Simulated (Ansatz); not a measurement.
Reaction (isomerisation): `COC(=O)[SiH3]` → `[SiH3]OC1CO1`

Gas-phase electronic energies from Ansatz, PBE0-D4/def2-TZVP geometries. CBS: MP2 limit from def2 TZ/QZ plus the TZ coupled-cluster correction, frozen cores. Functionals use def2-TZVPP. Each species was taken in one conformer, which may not be the lowest.

Is it downhill or uphill in electronic energy at CCSD(T)/CBS, and by how much? (An estimate is asked.)

Computed: Uphill: ΔE = +16.4 kJ/mol.

What do these levels give: PBE-D4, r2SCAN-D4, PBE0-D4, ωB97M-V, PBE, r2SCAN, PBE0, HF/def2-TZVPP, SCS-MP2/def2-TZVPP, CCSD/def2-TZVPP, SCS-MP2/def2-QZVPP, MP2/CBS(def2)? (An estimate is asked.)

The calculation gave: PBE-D4 31.4, r2SCAN-D4 23.1, PBE0-D4 17.9, ωB97M-V 17.1, PBE 32.7, r2SCAN 23.3, PBE0 18.9, HF/def2-TZVPP 22.6, SCS-MP2/def2-TZVPP 14.1, CCSD/def2-TZVPP 14.4, SCS-MP2/def2-QZVPP 12.7, MP2/CBS(def2) 8.7 kJ/mol.

Largest T1 diagnostic among the species: 0.016.

In def2-TZVPP, CCSD(T) changes the Hartree–Fock value by −4.0 kJ/mol (the triples alone add +4.1 kJ/mol) and MP2 by −11.7 kJ/mol. From PBE to PBE0 (25 % exact exchange), in def2-TZVPP and without D4, ΔE moves by −13.7 kJ/mol.
